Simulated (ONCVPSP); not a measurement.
## Configuration tests for Al (ONCV)

Al, optimised norm-conserving Vanderbilt (ONCV), made with ONCVPSP 4.0.1 (PBE, fully relativistic). Core [Ne], reference 3s2 3p1. Waves: 3s: rc 2.10 bohr, ncon 3, nbas 7, qcut 3.2 1/bohr, 2 projectors, debl 0.4 Ha; 3p: rc 2.25 bohr, ncon 4, nbas 7, qcut 4.1 1/bohr, 2 projectors, debl 2.3 Ha; d scattering state at 0.13 Ha: rc 2.20 bohr, ncon 4, nbas 8, qcut 3.9 1/bohr, 2 projectors, debl 0.7 Ha. Local part: polynomial inside 1.70 bohr (lpopt 5, dvloc0 0 Ha). Core correction: polynomial model core, fcfact 0.6.

Open shells are filled in proportion to 2j + 1.

Energies are relative to the spin-unpolarised reference configuration 3s2 3p1; without spin polarisation the order of configurations can differ from experiment.

```json
{"valence configuration": "3s2 3p0.5", "charge": "+0.5", "ΔE all-electron (eV)": "2.086", "error AE − PS (meV)": "0.0"}
{"valence configuration": "3s1 3p2", "charge": "0", "ΔE all-electron (eV)": "5.139", "error AE − PS (meV)": "-5.7"}
```

Problem. What are ΔE and the potential's error for 3s1 3p0?

Solution. ΔE = 24.987 eV all-electron; the error (AE − PS) is +3.3 meV.

Problem. What are ΔE and the potential's error for 3s2 3p0?

Solution. ΔE = 5.761 eV all-electron; the error (AE − PS) is +0.4 meV.
